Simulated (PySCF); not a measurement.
Numbering as in the mapped SMILES `[BH2:1][NH:2][BH:3][PH2:4]`; H(Xn) means a hydrogen on atom n.

[PySCF 2.14: NMR shieldings at KT2/pcSseg-2/GIAO; geometry: PBE0-D3(BJ)/def2-SVP; one averaged value for each set of equivalent atoms; a single conformation; non-relativistic; isolated molecule]

References, each an isolated molecule treated in the same way: TMS for 1H (31.18 ppm); 11B (98.29 ppm) against BF3·OEt2; NH3 for 15N (260.12 ppm); 31P (313.10 ppm) against H3PO4.

| atoms | nucleus | count | δ (ppm) |
| --- | --- | --- | --- |
| B1 | 11B | 1 | 47.6 |
| H(P4) | 1H | 2 | 2.60 |
| H(B3) | 1H | 1 | ? |
| P4 | 31P | 1 | -214.3 |
| H(B1) | 1H | 2 | 5.31 |
| N2 | 15N | 1 | ? |
| H(N2) | 1H | 1 | 7.62 |
| B3 | 11B | 1 | 59.8 |

Complete the table.

## Answers


- H(B3): 6.56 ppm, hydrogen on a boron bonded to N, P
- N2: 198.0 ppm, nitrogen bonded to 2 B, H

The OH or NH signal is concentration- and solvent-dependent in practice; the value given is the gas-phase one. Hydrogens on boron are broadened and split by 11B (spin 3/2, 80 %) and 10B (spin 3). Experimental scales use liquid or dissolved standards, which lie at an offset from isolated NH3 (liquid NH3: subtract about 20 ppm) and H3PO4. Unscaled 15N shifts of sp2 nitrogen come out 20 to 40 ppm too high even then.
